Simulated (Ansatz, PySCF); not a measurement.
Spin states of H4W (SMILES [WH4]), each relaxed with B3LYP-D3(BJ)/def2-TZVP.
State 1 (charge 0, multiplicity 3):
```xyz
5

W     -0.011     0.006    -0.012
H      1.224    -0.240     1.147
H     -1.225     1.009     0.655
H     -0.693    -1.501    -0.448
H      0.650     0.755    -1.400
```
State 2 (charge 0, multiplicity 1):
```xyz
5

W     -0.0111     0.0064    -0.0116
H      1.2035    -0.3412     1.1393
H     -1.2059     1.0757     0.5798
H     -0.6259    -1.5446    -0.3819
H      0.5856     0.8334    -1.3829
```

Singlets are restricted, other states unrestricted; no spin–orbit coupling, no relativity up to Kr; see below for the cores. The largest T1 diagnostic is 0.028.

Correlated levels freeze the inner cores; with def2 sets outer-core shells near the valence are correlated too. CBS(a, b) extrapolates the correlation energy as X⁻³ and adds the Hartree–Fock energy of set b.

The values were computed with Ansatz (Gaussian orbitals); PySCF for the dispersion terms. Values without a source in brackets are computed. In def2 rows elements past Kr take small-core potentials, without spin–orbit coupling.

PBE/def2-TZVPP gives 32.24 kcal/mol for the energy of the multiplicity-1 state less that of the multiplicity-3 state.

Task: Where do these levels fall relative to PBE: PBE-D3(BJ)/def2-TZVPP, r2SCAN/def2-TZVPP, PBE0/def2-TZVPP, wB97M-V/def2-TZVPP, B2PLYP/def2-TZVPP, MP2/def2-TZVPP, CCSD(T)/CBS(def2-SVP, def2-TZVPP).

Result: PBE-D3(BJ)/def2-TZVPP 0.00; r2SCAN/def2-TZVPP 6.76; PBE0/def2-TZVPP 3.13; wB97M-V/def2-TZVPP -1.96; B2PLYP/def2-TZVPP -0.89; MP2/def2-TZVPP -1.69; CCSD(T)/CBS(def2-SVP, def2-TZVPP) -4.56 kcal/mol. 2 of 7 lie above PBE; the widest gap is to r2SCAN/def2-TZVPP.

Doubts at one or more of the structures used: a restricted determinant that unrestricted orbitals would lower (B2PLYP/def2-TZVPP, MP2/def2-TZVPP, CCSD(T)/CBS(def2-SVP, def2-TZVPP)).

Ansatz is an electronic-structure program.
